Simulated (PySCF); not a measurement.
## Trend along group 13: MSe molecules

PBE0 with double-zeta basis sets in PySCF, for the lowest determinant that a PBE0 search found; no spin–orbit coupling. De refers to high-spin ground-configuration atoms. A positive dipole means M(−)Se(+).

| M | basis | state (unpaired electrons) | Re (Å) | ωe (cm⁻¹) | De (eV) | μ (D) |
| --- | --- | --- | --- | --- | --- | --- |
| B | jorge-DZP-DKH | doublet (σ ↑) | 1.732 | 1006 | 5.15 | -0.48 |
| Al | pcseg-1 | doublet (σ ↑) | 2.164 | 487 | 3.76 | -3.52 |
| Tl | def2-SVP | doublet (π ↑) | 2.731 | 178 | 2.83 | -3.46 |

The shortest bond is that of BSe (1.732 Å), the longest that of TlSe (2.731 Å). BSe is bound most strongly (5.15 eV) and TlSe least (2.83 eV).

The rows differ in basis set, which adds steps of its own.

The state changes along the series, so neighbouring rows are not always alike in their bonding.

These are scalar-relativistic numbers at best; spin–orbit coupling would shift them, the dissociation energy most. States were picked by a PBE0 search and need not be the measured ground states.
